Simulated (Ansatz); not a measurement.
Computed with Ansatz on PBE0-D4/def2-TZVP structures; ΔE is electronic, products minus reactants. CCSD(T)/CBS is the MP2 limit (def2-TZVPP, def2-QZVPP) plus CCSD(T) − MP2 in def2-TZVPP, frozen cores. Functionals use def2-TZVPP. For Br outer-core shells are correlated without core-valence functions, which leaves a few kJ/mol of doubt a bond. Scalar relativity is left out up to krypton. One conformer a species, not always the lowest.

Consider the redistribution: `CBB(N)Br` + `F[CH2][AlH2]` → `NB(F)Br` + `CB[CH2][AlH2]`.

`CBB(N)Br`:

Cartesian coordinates in Å:
```
C 0.627 1.682 0.097
B 0.653 0.188 0.539
B -0.155 -1.036 -0.262
N -1.420 -1.586 -0.155
Br 1.045 -1.780 -1.629
H -0.059 2.168 0.811
H 1.583 2.196 0.225
H 0.234 1.876 -0.902
H 1.329 -0.100 1.492
H -1.743 -2.342 -0.736
H -2.094 -1.266 0.520
```

`F[CH2][AlH2]`:

Z-matrix (Å, degrees):
```
C
Al 1 1.981
F 1 1.398 2 112.4
H 1 1.099 2 111.6 3 121.1
H 1 1.099 2 111.6 3 -121.1
H 2 1.589 1 117.1 3 -179.9
H 2 1.583 1 121.0 3 0.1
```

`NB(F)Br`:

```xyz
6

N     0.239    0.340   -0.680
B    -0.212   -0.115    0.548
F    -0.685    0.727    1.457
Br   -0.167   -1.995    0.987
H     0.602   -0.272   -1.387
H     0.222    1.316   -0.924
```

`CB[CH2][AlH2]`:

Cartesian coordinates in Å:
```
C 0.211 -1.770 0.157
B 0.846 -0.360 -0.090
C 0.367 0.911 0.599
Al -1.058 1.622 -0.564
H -0.638 -1.782 0.845
H -0.091 -2.246 -0.783
H 0.985 -2.433 0.566
H 1.718 -0.272 -0.919
H -0.157 0.755 1.550
H 1.089 1.731 0.650
H -2.524 1.026 -0.455
H -0.748 2.818 -1.557
```

```
             level  ΔE (kcal/mol)
       LDA (SPW92)          -72.3
            B97M-V          -72.4
               PBE          -68.2
           r2SCAN0          -73.4
CCSD(T)/def2-TZVPP          -72.1
     HF/def2-QZVPP          -70.8
SCS-MP2/def2-QZVPP          -72.6
      HF/CBS(def2)          -70.8
```

(1) What does CCSD(T)/CBS give? (Best estimate.)

(2) What do rigid-rotor, harmonic-oscillator terms from PBE0-D4/def2-TZVP frequencies (298.15 K, 1 bar) make of the CCSD(T)/CBS value? (Best estimate.)

Largest T1 diagnostic among the species: 0.011.

Answers

(1) Computed: -71.6 kcal/mol. The listed levels differ from it by -0.7, -0.8, 3.4, -1.8, -0.5, 0.8, -1.0, 0.8 kcal/mol.

(2) Computed: ΔZPE = +0.6 kcal/mol, ΔH = -71.3 kcal/mol, ΔS = -4 J/(mol·K), ΔG = -71.0 kcal/mol.

From r2SCAN to r2SCAN0 (25 % exact exchange), in def2-TZVPP and without D4, ΔE moves by −1.1 kcal/mol. Leaving LDA and LC-ωPBE aside and taking each functional with its dispersion term where it has one, the values, not all of them listed here, spread over 6.0 kcal/mol, from r2SCAN0-D4 to BLYP-D4. LDA lies −4.0 kcal/mol from PBE without D4.

CCSD(T)/CBS has its own doubt, a few kJ/mol and more with outer-core shells, so smaller differences from it don't rank the levels.
